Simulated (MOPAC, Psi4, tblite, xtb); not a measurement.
Intermolecular potential of C2H6 ··· COS (SMILES CC and O=C=S). Monomers: optimised at B3LYP-D3(BJ) (def2-TZVP), held rigid. Orientation: a higher rigid-body minimum at GFN2-xTB. Only R, the distance of the centres of mass, is varied, so the lowest point isn't the relaxed dimer.

Geometry at R = 4.33 Å (first 8 atoms: monomer A):
```
11

C      0.7607    -0.0460     0.0397
C     -0.7607     0.0460    -0.0397
H      1.2367     0.6075    -0.6941
H      1.1251     0.2462     1.0265
H      1.1073    -1.0636    -0.1515
H     -1.1073     1.0636     0.1515
H     -1.1251    -0.2462    -1.0265
H     -1.2367    -0.6074     0.6941
O     -4.2560    -0.7545     1.0549
C     -4.2927    -0.1064     0.0989
S     -4.3422     0.7697    -1.1935
```

Methods: GFN2-xTB (tblite); PM7, restricted, heats of formation (MOPAC); GFN1-xTB (xtb); SAPT0/jun-cc-pVDZ, frozen core (Psi4).

Interaction energies in kJ/mol; the last columns give the difference from SAPT0:

```csv
R / Å,GFN2-xTB,PM7,GFN1-xTB,SAPT0/jun-cc-pVDZ,GFN2-xTB − SAPT0/jun-cc-pVDZ,PM7 − SAPT0/jun-cc-pVDZ,GFN1-xTB − SAPT0/jun-cc-pVDZ
3.75,3.49,10.91,3.45,12.36,-8.86,-1.45,-8.91
3.93,-1.65,4.09,-1.25,4.14,-5.79,-0.05,-5.39
4.09,-3.58,0.96,-2.86,0.44,-4.02,0.52,-3.31
4.33,-4.31,-1.26,-3.32,-1.81,-2.50,0.54,-1.52
4.50,-4.14,-2.00,-3.11,-2.23,-1.92,0.22,-0.89
4.70,-3.69,-2.47,-2.71,-2.19,-1.50,-0.28,-0.53
5.05,-2.75,-2.70,-2.03,-1.69,-1.06,-1.01,-0.34
5.36,-2.03,-2.42,-1.54,-1.24,-0.79,-1.18,-0.30
5.84,-1.22,-1.65,-0.97,-0.74,-0.48,-0.91,-0.23
6.51,-0.59,-0.86,-0.50,-0.37,-0.22,-0.50,-0.13
7.54,-0.19,-0.31,-0.19,-0.14,-0.05,-0.17,-0.05
8.86,-0.03,-0.10,-0.06,-0.05,0.02,-0.05,-0.01
```

GFN2-xTB is furthest from SAPT0/jun-cc-pVDZ at 3.75 (-8.86 kJ/mol, below); its mean absolute difference over the points is 2.27 kJ/mol.

PM7 is furthest from SAPT0/jun-cc-pVDZ at 3.75 (-1.45 kJ/mol, below); its mean absolute difference over the points is 0.57 kJ/mol.

GFN1-xTB is furthest from SAPT0/jun-cc-pVDZ at 3.75 (-8.91 kJ/mol, below); its mean absolute difference over the points is 1.80 kJ/mol.
